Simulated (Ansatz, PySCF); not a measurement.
Reaction R1 → 2 P1, each structure at its B3LYP-D3(BJ)/def2-TZVP stationary point, reached from a drawn start (curvature not checked).
P1, BCl2 (SMILES Cl[B]Cl) (charge 0, multiplicity 2):
```xyz
3

Cl    -1.37742     0.73041    -0.01628
B     -0.09525    -0.37672    -0.35412
Cl     1.47266    -0.35369     0.37041
```
R1: B2Cl4 (SMILES ClB(Cl)B(Cl)Cl), charge 0, multiplicity 1.

Quantity: the reaction energy.

P less R. No zero-point or thermal terms; singlets are restricted closed shells; open shells are unrestricted. One arrangement of each flexible species, with no search for the lowest.

Correlated levels freeze the cores.

Programs: Ansatz (a quantum-chemistry and plane-wave program); PySCF for the D3/D4 terms. All values are computed, each at the level named.

Costs are ratios of core time to PBE/def2-TZVPP (roughly 8 s), for whole runs (searches for the state included, and forces where a run took them) on one shared machine, so rough; each difference counts from 99.76 kcal/mol (CCSD(T)/cc-pV(Q+d)Z, a level with limits of its own).

```json
[
 {"level": "SVWN5/def2-TZVPP", "basis functions": "230", "cost": "×0.8"},
 {"level": "revPBE-D3(BJ)/def2-TZVPP", "basis functions": "230", "cost": "×1"},
 {"level": "PBE/def2-TZVPP", "basis functions": "230", "cost": "×1"},
 {"level": "PBE-D3(BJ)/def2-TZVPP", "basis functions": "230", "cost": "×1"},
 {"level": "BLYP/def2-TZVPP", "basis functions": "230", "cost": "×1"},
 {"level": "PBE0-D3(BJ)/def2-TZVPP", "basis functions": "230", "cost": "×2"},
 {"level": "B3LYP/def2-TZVPP", "basis functions": "230", "cost": "×2"},
 {"level": "BHLYP-D3(BJ)/def2-TZVPP", "basis functions": "230", "cost": "×2"},
 {"level": "r2SCAN/def2-TZVPP", "basis functions": "230", "cost": "×2"},
 {"level": "r2SCAN-D3(BJ)/def2-TZVPP", "basis functions": "230", "cost": "×2"},
 {"level": "CCSD(T)/cc-pV(D+d)Z", "basis functions": "120", "cost": "×4"},
 {"level": "CCSD(T)/cc-pV(T+d)Z", "basis functions": "216", "cost": "×10"}
]
```

Which is the cheapest listed level whose difference stays within 1.00 kcal/mol?

CCSD(T)/cc-pV(T+d)Z (-0.70 kcal/mol, cost ×10).

What does the step from CCSD(T)/cc-pV(D+d)Z to CCSD(T)/cc-pV(T+d)Z cost and buy?

120 to 216 functions, cost ×3 (rough); the difference goes from -3.36 to -0.70 kcal/mol.

Each difference (kcal/mol): SVWN5/def2-TZVPP 8.68; revPBE-D3(BJ)/def2-TZVPP -6.10; PBE/def2-TZVPP -5.78; PBE-D3(BJ)/def2-TZVPP -3.48; BLYP/def2-TZVPP -10.24; PBE0-D3(BJ)/def2-TZVPP -2.72; B3LYP/def2-TZVPP -7.23; BHLYP-D3(BJ)/def2-TZVPP -2.63; r2SCAN/def2-TZVPP -8.77; r2SCAN-D3(BJ)/def2-TZVPP -8.00; CCSD(T)/cc-pV(D+d)Z -3.36; CCSD(T)/cc-pV(T+d)Z -0.70.
